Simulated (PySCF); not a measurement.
Spinor energies of Tc²⁰⁺ (technetium, charge +20)

Start: [Ar] 3d5; 3d3/2 filled at m_j = -3/2, -1/2, +1/2, +3/2; 3d5/2 filled at m_j = +5/2. Calculated with PySCF 2.14 in an uncontracted even-tempered set (17 s from 2.3 bohr⁻², ratio 2.8; 12 p from 2.9 bohr⁻², ratio 2.8; 8 d from 2.9 bohr⁻², ratio 2.8; 4 f from 11 bohr⁻², ratio 3): generalised Hartree-Fock with the X2C-1e Hamiltonian and a Gaussian nucleus; one run each with spin-orbit coupling (SO) switched off, then screened by Boettger's factors.

```json
{"spinor shell": "1s1/2", "electrons": "2", "ε, spin-free (eV)": "-21863.2", "ε, screened SO (eV)": "-21862.0", "weight of nominal j (screened SO)": "1.000", "rms radius, screened SO (bohr)": "0.0394"}
{"spinor shell": "2s1/2", "electrons": "2", "ε, spin-free (eV)": "-3787.5", "ε, screened SO (eV)": "-3787.1", "weight of nominal j (screened SO)": "1.000", "rms radius, screened SO (bohr)": "0.161"}
{"spinor shell": "2p1/2", "electrons": "2", "ε, spin-free (eV)": "-3458.2", "ε, screened SO (eV)": "-3542.2", "weight of nominal j (screened SO)": "0.995", "rms radius, screened SO (bohr)": "0.140"}
{"spinor shell": "2p3/2", "electrons": "4", "ε, spin-free (eV)": "-3458.2", "ε, screened SO (eV)": "-3418.7", "weight of nominal j (screened SO)": "0.997", "rms radius, screened SO (bohr)": "0.144"}
{"spinor shell": "3s1/2", "electrons": "2", "ε, spin-free (eV)": "-1173.2", "ε, screened SO (eV)": "-1173.1", "weight of nominal j (screened SO)": "1.000", "rms radius, screened SO (bohr)": "0.419"}
{"spinor shell": "3p1/2", "electrons": "2", "ε, spin-free (eV)": "-1059.4", "ε, screened SO (eV)": "-1085.2", "weight of nominal j (screened SO)": "0.814", "rms radius, screened SO (bohr)": "0.411"}
{"spinor shell": "3p3/2", "electrons": "4", "ε, spin-free (eV)": "-1059.4", "ε, screened SO (eV)": "-1047.0", "weight of nominal j (screened SO)": "0.907", "rms radius, screened SO (bohr)": "0.420"}
{"spinor shell": "3d3/2", "electrons": "4", "ε, spin-free (eV)": "-911.17", "ε, screened SO (eV)": "-911.64", "weight of nominal j (screened SO)": "0.617", "rms radius, screened SO (bohr)": "0.382"}
{"spinor shell": "3d5/2", "electrons": "1", "ε, spin-free (eV)": "-911.17", "ε, screened SO (eV)": "-908.87", "weight of nominal j (screened SO)": "1.000", "rms radius, screened SO (bohr)": "0.384"}
```

| quantity | spin-free | screened SO |
| --- | --- | --- |
| E (hartree) | -4070.90099 | -4071.49191 |
| M_J | 5/2 | 5/2 |
| ⟨J²⟩ | 8.751 | 8.751 |
| ⟨L²⟩ | 0.000 | 0.149 |
| ⟨S²⟩ | 8.751 | 8.419 |

Each row is a mean over spinors that exchange with the open shell spreads, by up to 33.079 eV (3p3/2).

Rows whose weight is well below 1 are mixtures of j = l ± 1/2: exchange outweighs spin-orbit coupling there, and the label is only the starting occupation.

Breit and QED terms are absent; they matter most for the inner s and p1/2 levels.

Densities and radii are taken from the X2C orbitals without a picture-change correction, which distorts them close to the nucleus.

Without spin-orbit coupling the j labels of p, d and f shells carry no meaning; the spin-free column gives the mean over the occupied spinors of each nl shell.
